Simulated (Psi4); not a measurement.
H9N3Si3, triplet, at the geometry of the source list (a higher spin typed on purpose: for a closed-shell molecule this is an excited state); Psi4 with HF/STO-3G.

The Psi4 input:
```
memory 2 GB

molecule mol {
0 3
  Si    1.669100   -0.434200   -0.530100
  N     0.512000   -1.521400    0.146900
  Si   -1.176600   -1.299400    0.428700
  N    -1.441100    0.397000    0.603000
  Si   -0.531500    1.723900   -0.021900
  N     1.085500    1.165200   -0.249500
  H     1.839600   -0.683200   -1.975100
  H     2.940000   -0.600000    0.186000
  H     0.821200   -2.476200    0.200700
  H    -1.970600   -1.840900   -0.691100
  H    -1.529800   -1.958400    1.692000
  H    -2.349600    0.643400    0.956600
  H    -0.519100    2.794500    0.982000
  H    -1.105400    2.198500   -1.295700
  H     1.756300    1.891300   -0.432500
}

set basis sto-3g
set reference uhf
set scf_type pk
set puream true
set d_convergence 1e-8

energy('scf')
print_variables()
```

What the program printed (banner, timings and long lists left out):

```
   => Loading Basis Set <=

    Name: STO-3G
    Role: ORBITAL
    Keyword: BASIS

         ---------------------------------------------------------
                                   SCF
               by Justin Turney, Rob Parrish, Andy Simmonett
                          and Daniel G. A. Smith
                              UHF Reference
         ---------------------------------------------------------

  ==> Geometry <==

    Molecular point group: c1
    Full point group: C1

    Geometry (in Angstrom), charge = 0, multiplicity = 3:

       Center              X                  Y                   Z               Mass
    ------------   -----------------  -----------------  -----------------  -----------------
         SI           1.661836398194    -0.436190265953    -0.553635459025    27.976926534650
         N            0.504736398194    -1.523390265953     0.123364540975    14.003074004430
         SI          -1.183863601806    -1.301390265953     0.405164540975    27.976926534650
         N           -1.448363601806     0.395009734047     0.579464540975    14.003074004430
         SI          -0.538763601806     1.721909734047    -0.045435459025    27.976926534650
         N            1.078236398194     1.163209734047    -0.273035459025    14.003074004430
         H            1.832336398194    -0.685190265953    -1.998635459025     1.007825032230
         H            2.932736398194    -0.601990265953     0.162464540975     1.007825032230
         H            0.813936398194    -2.478190265953     0.177164540975     1.007825032230
         H           -1.977863601806    -1.842890265953    -0.714635459025     1.007825032230
         H           -1.537063601806    -1.960390265953     1.668464540975     1.007825032230
         H           -2.356863601806     0.641409734047     0.933064540975     1.007825032230
         H           -0.526363601806     2.792509734047     0.958464540975     1.007825032230
         H           -1.112663601806     2.196509734047    -1.319235459025     1.007825032230
         H            1.749036398194     1.889309734047    -0.456035459025     1.007825032230

  Running in c1 symmetry.

  Rotational constants: A =      0.07265  B =      0.07261  C =      0.03802 [cm^-1]
  Rotational constants: A =   2178.10563  B =   2176.88623  C =   1139.90691 [MHz]
  Nuclear repulsion =  474.033508589373866

  Charge       = 0
  Multiplicity = 3
  Electrons    = 72
  Nalpha       = 37
  Nbeta        = 35

  ==> Algorithm <==

[...]
   @UHF iter  17: -1023.10051375326907   -2.84217e-12   1.31621e-08 DIIS
   @UHF iter  18: -1023.10051375327373   -4.66116e-12   5.41319e-09 DIIS
  Energy and wave function converged.

  ==> Post-Iterations <==

   @Spin Contamination Metric:   4.985492301E-03
   @S^2 Expected:                2.000000000E+00
   @S^2 Observed:                2.004985492E+00
   @S   Expected:                1.000000000E+00
   @S   Observed:                1.000000000E+00

    Orbital Energies [Eh]
    ---------------------

    Alpha Occupied:

[...]
      37A      0.107380

    Alpha Virtual:

[...]
    Beta Occupied:

[...]
    Beta Virtual:

[...]
      51A      0.831551

    Final Occupation by Irrep:
              A
    DOCC [    35 ]
    SOCC [     2 ]
    NA   [    37 ]
    NB   [    35 ]

  @UHF Final Energy: -1023.10051375327373

   => Energetics <=

    Nuclear Repulsion Energy =            474.0335085893738665
    One-Electron Energy =               -2367.9935626379083260
    Two-Electron Energy =                 870.8595402952606719
    Total Energy =                      -1023.1005137532737308

  UHF NO Occupations:
  HONO-2 :   35  A 1.9990256
  HONO-1 :   36  A 1.0000000
  HONO-0 :   37  A 1.0000000
  LUNO+0 :   38  A 0.0009744
  LUNO+1 :   39  A 0.0005720
  LUNO+2 :   40  A 0.0004194
  LUNO+3 :   41  A 0.0002512

Computation Completed

Properties will be evaluated at   0.000000,   0.000000,   0.000000 [a0]

Properties computed using the SCF density matrix

 Multipole Moments:

 ------------------------------------------------------------------------------------
     Multipole            Electronic (a.u.)      Nuclear  (a.u.)        Total (a.u.)
 ------------------------------------------------------------------------------------

 L = 1.  Multiply by 2.5417464519 to convert [e a0] to [Debye]
 Dipole X            :          0.2971891           -0.1730599            0.1241293
 Dipole Y            :         -0.4389409           -0.0462967           -0.4852376
 Dipole Z            :          0.4794823           -0.5575695           -0.0780871
 Magnitude           :                                                    0.5069134

 ------------------------------------------------------------------------------------

  Variable Map:
  ----------------------------------------------------------------------------
[...]
  Array Variable Map:
  ----------------------------------------------------------------------------
[...]
[...]
```
